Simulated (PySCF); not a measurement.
Job for PySCF: R-HF/3-21G on hydrogen telluride (SMILES [TeH2]), a point of a bond scan (R = 1.827 Å).

```python
from pyscf import gto, scf, dft, mp
from pyscf.data.elements import chemcore

mol = gto.M(
    atom='''
    Te    0.00005303    0.04331076    0.00164716
    H    -1.29846639   -1.24159266   -0.04302245
    H     1.17766186   -1.12737630   -0.04669061
    ''',
    basis='3-21g',
    charge=0, spin=0, verbose=3, max_memory=1800)
mf = scf.RHF(mol)
mf.conv_tol = 1e-8
mf.max_cycle = 100
mf.kernel()
if not mf.converged:
    mf = mf.newton().run(mf.mo_coeff, mf.mo_occ)
```

Task: Predict the final total energy.

Result: -6583.8253 hartree.
